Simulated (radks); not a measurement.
Problem. K3+, configuration [He] 2s2 2p4 3s2 3p4 4f2 (not the ground configuration). All-electron calculation, scalar-relativistic Kohn-Sham, LDA (Slater exchange, Perdew-Wang correlation), spin-polarised, spherical densities, finite nucleus; open shells are filled with parallel spins first; Fermi nuclear charge, rms radius 3.4349 fm. Program: a radial shooting solver on a logarithmic mesh with Libxc functionals. Some entries of the table are withheld. Estimate them.

orbital  occ.  eigenvalue (hartree)  <1/r> (bohr^-1)  <r> (bohr)
1s up       1             -135.3928            18.68     0.08119
1s down     1             -135.1210            18.70     0.08107
2s up       1             -17.70371            3.963      0.3732
2s down     1             -17.30449            3.933      0.3753
2p up       3             -15.33180            3.883      0.3306
2p down     1             -14.86441            3.856      0.3335
3s up       1              -3.78946            1.334       1.064
3s down     1              -3.62469            1.317       1.077
3p up       3              -3.11284            1.257       1.091
3p down     1              -2.94749            1.238       1.109
3d up       0              -2.07811            1.113       1.103
3d down     0              -1.92548            1.087       1.131
4s up       0              -1.21951           0.5427       2.520
4s down     0              -1.12705           0.5379       2.550
4f up       2              -0.51421           0.3286         (1)
4f down     0              -0.44623           0.3096         (2)

Solution. 
(1) 4f up <r> (bohr): 3.532
(2) 4f down <r> (bohr): 3.782
